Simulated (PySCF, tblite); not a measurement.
Isomers of C7H11N. Level: GFN2-xTB in tblite, geometry and Hessian alike; calculated harmonic values, unscaled, isolated species. This tight-binding method is rough: wavenumbers can miss measured ones by several per cent, in bad cases by 10 to 20. One conformer each.

Electronic energies: PBE0/pcSseg-1 single points on the GFN2-xTB geometries (PySCF, gas phase).

| SMILES | electronic energy, lowest = 0 (kcal/mol) |
| --- | --- |
| C=C/C=N/C(C)=C\C | 11.7 |
| C=C(C)[C@H]1C=NCC1 | 0.0 |
| C1=C(N2CCCC2)C1 | 33.3 |
| [H]/N=C\[C@@H]1CCCC1=C | 0.6 |

Task: How do GFN2-xTB zero-point energies change the relative energies?

Result: 
```tsv
SMILES	ZPE (kcal/mol)	of it from modes above 1550 cm⁻¹	electronic (kcal/mol)	with ZPE, lowest = 0 (kcal/mol)	lowest mode (cm⁻¹)	rings
C=C(C)[C@H]1C=NCC1	102.2	52.5	0.0	0.0	30	1
[H]/N=C\[C@@H]1CCCC1=C	102.7	52.7	0.6	1.2	57	1
C=C/C=N/C(C)=C\C	99.4	54.7	11.7	9.0	10	0
C1=C(N2CCCC2)C1	102.4	49.8	33.3	33.5	29	2
```

The zero-point energies span 3.3 kcal/mol, from `C=C/C=N/C(C)=C\C` to `[H]/N=C\[C@@H]1CCCC1=C`. The order is unchanged.

Task: And how do the electronic energies of GFN2-xTB itself compare?

Result: `C=C(C)[C@H]1C=NCC1` 0.0; `[H]/N=C\[C@@H]1CCCC1=C` 4.7; `C=C/C=N/C(C)=C\C` 21.6; `C1=C(N2CCCC2)C1` 23.4 kcal/mol, lowest = 0. Against the energies above, taken from the same isomer `C=C(C)[C@H]1C=NCC1`, the largest difference is 9.9 kcal/mol.

Task: What do entropy and thermal enthalpy add at 298.15 K and 1 bar (rigid rotor, harmonic oscillator, one conformer each)?

Result: 
```json
{"SMILES": "C=C(C)[C@H]1C=NCC1", "point group": "C1", "symmetry number": "1", "S (cal/(mol K))": "92.0", "H − H(0) (kcal/mol)": "5.87", "ZPE + H − H(0) − TS (kcal/mol)": "80.6"}
{"SMILES": "[H]/N=C\\[C@@H]1CCCC1=C", "point group": "C1", "symmetry number": "1", "S (cal/(mol K))": "88.8", "H − H(0) (kcal/mol)": "5.67", "ZPE + H − H(0) − TS (kcal/mol)": "81.9"}
{"SMILES": "C1=C(N2CCCC2)C1", "point group": "C1", "symmetry number": "1", "S (cal/(mol K))": "89.9", "H − H(0) (kcal/mol)": "5.73", "ZPE + H − H(0) − TS (kcal/mol)": "81.3"}
```

Not tabulated: `C=C/C=N/C(C)=C\C` (lowest mode only 10 cm⁻¹).
